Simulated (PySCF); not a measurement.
Computed IR spectrum (relative IR intensity) of a molecule C₄H₉Al. The structure is a stationary point at B3LYP-D3(BJ)/def2-SVP. One conformer was computed; it need not be the lowest. Method: PySCF 2.14.0 with B3LYP-D3(BJ)/def2-SVP. Frequencies are harmonic and unscaled.

Lines under 2 % of the strongest are left out, and lines within 2 cm⁻¹ are merged.

ν (cm⁻¹): 327 (w), 359 (vw), 523 (m), 561 (w), 584 (w), 644 (w), 735 (vs), 933 (w), 999 (w), 1007 (w), 1063 (vw), 1419 (w), 1432 (vw), 1485 (vw), 1638 (w), 1909 (vs), 3002 (w), 3010 (w), 3053 (vw), 3078 (w), 3087 (w), 3092 (w), 3103 (w), 3172 (w) (against the strongest line: vs over 80 %, s over 45 %, m over 15 %, w over 4 %, vw less)

Which molecule gave these data?
A. C=C[CH2][AlH][CH3]
B. C=[CH][Al]([CH3])[CH3]
C. C=[CH][AlH][CH2]C

C, C=[CH][AlH][CH2]C
